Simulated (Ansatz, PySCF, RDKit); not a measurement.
Complex: C2H4 (SMILES C=C) (first 6 atoms) with CHN (SMILES C#N); geometry from B3LYP-D3(BJ)/def2-TZVP, rigid monomers moved along the line of their centres of mass till C1···H9 is 3.04 Å.
(charge 0, multiplicity 1):
```xyz
9

C      0.6559     0.0111    -0.0014
C     -0.6670     0.0437     0.0893
H      1.2053    -0.9226     0.0198
H      1.2418     0.9158    -0.1115
H     -1.2172     0.9766     0.0571
H     -1.2537    -0.8618     0.1883
C      0.2765     0.3011     4.0613
N      0.3561     0.3769     5.2027
H      0.2018     0.2297     2.9945
```

Interaction energies are E(AB) − E(A) − E(B) at the monomers' geometry in the complex; basis-set methods are counterpoise corrected. Rows marked so take none.

Rows in 3-21G, STO-3G carry no dispersion term and start afresh at each structure.

Codes used: Ansatz (a program for electronic structure); PySCF for 3-21G rows, STO-3G rows, the dispersion terms; RDKit for the force fields. 

Problem. One of these levels gives -0.72 kcal/mol for the interaction energy. Name it.
(A) PBE-D4/def2-TZVPPD
(B) MMFF94
(C) HF/STO-3G (no counterpoise)
(D) B3LYP/3-21G (no counterpoise)

Solution. C, HF/STO-3G (no counterpoise). The others give -1.33 (MMFF94), -2.30 (PBE-D4/def2-TZVPPD), -2.90 (B3LYP/3-21G (no counterpoise))
